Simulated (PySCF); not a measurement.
## Ionisation energy along the 19-electron series

Calculated with PySCF 2.14 and a two-component X2C-1e Hamiltonian (Gaussian nucleus, no Breit or QED terms), each ion in its own even-tempered basis scaled to its charge; GMP2 freezes [Ne] and drops the highest virtual spinors. Values in eV. NIST values: (m) measured, (s) semi-empirical, (t) theoretical.

| ion | configuration | GHF (spin-free) | GMP2 (spin-free) | GHF (screened spin-orbit) | GMP2 (screened spin-orbit) | NIST |
| --- | --- | --- | --- | --- | --- | --- |
| K | [Ar] 4s1 | 4.022 | 4.280 | 4.022 | 4.280 | 4.341 (m) |
| Cr⁵⁺ | [Ar] 3d1 | 89.688 | 90.136 | 89.753 | 90.215 | 90.635 (m) |

**Question.** Fill in the row of Ca⁺.

**Answer.** configuration: [Ar] 4s1; GHF (spin-free): 11.352; GMP2 (spin-free): 11.782; GHF (screened spin-orbit): 11.352; GMP2 (screened spin-orbit): 11.782; NIST: 11.872 (m).
